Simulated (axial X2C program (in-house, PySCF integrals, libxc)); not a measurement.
What spin–orbit coupling does to LiCu

All values were computed with an in-house all-electron X2C program for linear molecules (integrals from PySCF). Spin-free means the one-electron spin-free X2C Hamiltonian; two-component (2c) means X2C with spin–orbit coupling and atomic mean-field two-electron Coulomb and Gaunt terms, so the difference of the two also holds small scalar two-electron terms. Basis: Cu dyall-cv3z [9s9p6d3f2g], Li dyall-cv3z [7s8p2d] (cores contracted in-house); Gaussian nuclei, density fitting, unrestricted open shells. Masses: Cu 62.930 u, Li 7.016 u.

Spin-free state: M_S = 0, Λ = 0 (closed shell); fragments Cu + Li.

```csv
level,Re (Å),ωe (cm⁻¹),De (eV),μ (D)
PBE0,2.280,386.9,1.723,4.50
HF,2.471,318.4,n/a,3.35
MP2,2.268,396.6,1.592,n/a
CCSD,2.307,371.4,1.705,n/a
CCSD(T),2.281,385.0,1.871,n/a
M06,2.264,388.0,2.145,5.32
```

Correlated methods: 12 electrons correlated (number of frozen shells: Cu 3 s, 2 p; Li 1 s), 222 virtual spin orbitals or spinors in MP2, 90 natural virtuals in coupled cluster.

Dipoles are positive if Li is the positive end.

Two-component determinant lowest at the distance of the search:

Ω = 0 (closed shell); fragments Cu + Li.

```csv
level,Re (Å),ωe (cm⁻¹),De (eV),μ (D)
PBE0,2.280,386.8,1.721,4.50
HF,2.472,318.3,n/a,3.35
MP2,2.268,396.4,1.590,n/a
CCSD,2.307,371.3,1.708,n/a
CCSD(T),2.281,384.8,1.867,n/a
M06,2.264,387.9,2.144,5.31
```

Question: From the two tables, how do the constants change at the CCSD(T) level (2c against spin-free)?

Answer: At the CCSD(T) level Re is unchanged within 0.001 Å and ωe stays the same within 0.2 cm⁻¹; De changes by -0.004 eV.

The state is a single determinant with fixed occupations, the lowest that a limited PBE0 search found. The closed shell is kept restricted, so the energy runs too high when the bond is stretched far. Dissociation energies refer to the lowest single-determinant-based atoms at the same level and basis. De is not given where an atomic determinant may have missed its ground term or J level, or where the truncated virtual space spoils (T). Coupled cluster ran in a truncated set of natural virtual spinors; the MP2 energy of the rest was added. (T) has no such correction and the atoms are truncated less, which lowers De at CCSD(T) by a hundredth of an eV or more. The T1 diagnostic is large, a sign of multireference character.
